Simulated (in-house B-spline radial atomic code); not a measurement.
Whole-atom quantities along the 2-electron series, configuration 1s2. Computed with a B-spline radial code for spherical atoms: non-relativistic Hartree-Fock, average of the configuration, point nuclei.

```tsv
ion	Z	E/Z² (Eh)	Σ<r²> (bohr²)	n(0)/Z³ (bohr⁻³)	Lamb diamagnetic shielding (ppm)	repulsion over attraction
Mg10+	12	-0.94869	0.044588	0.60193	414.92	0.025946
Al11+	13	-0.95258	0.037791	0.60455	450.42	0.023957
Si12+	14	?	?	?	?	?
P13+	15	-0.95883	0.028146	0.60875	521.42	0.020772
S14+	16	-0.96137	0.024653	0.61047	556.92	0.019478
Cl15+	17	-0.96362	0.021772	0.61198	592.42	0.018335
Ar16+	18	-0.96562	0.019368	0.61333	627.92	0.017319
K17+	19	?	?	?	?	?
Ca18+	20	?	?	?	?	?
Sc19+	21	-0.97049	0.014138	0.61662	734.42	0.01485
Ti20+	22	-0.97182	0.012859	0.61752	769.93	0.014176
V21+	23	-0.97304	0.011746	0.61834	805.43	0.013561
Cr22+	24	-0.97415	0.010772	0.61909	840.93	0.012997
Mn23+	25	-0.97518	0.009914	0.61979	876.43	0.012478
Fe24+	26	-0.97613	0.0091546	0.62043	911.93	0.011999
Co25+	27	-0.977	0.0084792	0.62102	947.43	0.011555
```

Task: Fill in the row of Si12+.

Result: E/Z² (Eh): -0.95592; Σ<r²> (bohr²): 0.032437; n(0)/Z³ (bohr⁻³): 0.6068; Lamb diamagnetic shielding (ppm): 485.92; repulsion over attraction: 0.022251.

Task: Fill in the row of K17+.

Result: E/Z² (Eh): -0.96741; Σ<r²> (bohr²): 0.017342; n(0)/Z³ (bohr⁻³): 0.61454; Lamb diamagnetic shielding (ppm): 663.42; repulsion over attraction: 0.01641.

Task: Fill in the row of Ca18+.

Result: E/Z² (Eh): -0.96903; Σ<r²> (bohr²): 0.015617; n(0)/Z³ (bohr⁻³): 0.61563; Lamb diamagnetic shielding (ppm): 698.92; repulsion over attraction: 0.015591.

Task: With what power of Z does the column «Σ<r²> (bohr²)» change over this range?

Result: A fit of the logarithm of its size against log Z from Z = 12 to 27 has slope -2.05. Unscreened non-relativistic hydrogenic orbitals would give -2.
